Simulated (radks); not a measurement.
The numbers below are computed, except where a source is named.
Task: Ca XIII, 8 electrons, occupied as [He] 2s1.5 2p4 3d0.5 (fractional occupations, a model configuration). Level of theory: scalar-relativistic Kohn-Sham, SOGGA, spin-polarised, spherical densities, finite nucleus; open shells are filled with parallel spins first; Fermi nuclear charge, rms radius 3.4776 fm (a radial shooting solver on a logarithmic mesh with Libxc functionals). Some entries of the table are withheld. Estimate them.

orbital  occ.  eigenvalue (eV)  <1/r> (bohr^-1)
1s up       1        -4398.059            19.75
1s down     1        -4389.502            19.77
2s up       1        -788.0925            4.316
2s down   0.5        -771.0185            4.284
2p up       3        -721.7755            4.228
2p down     1        -703.2255            4.206
3d up     0.5              (1)            1.551
3d down     0              (2)            1.527

Result: 
(1) 3d up eigenvalue (eV): -249.6027
(2) 3d down eigenvalue (eV): -241.6439
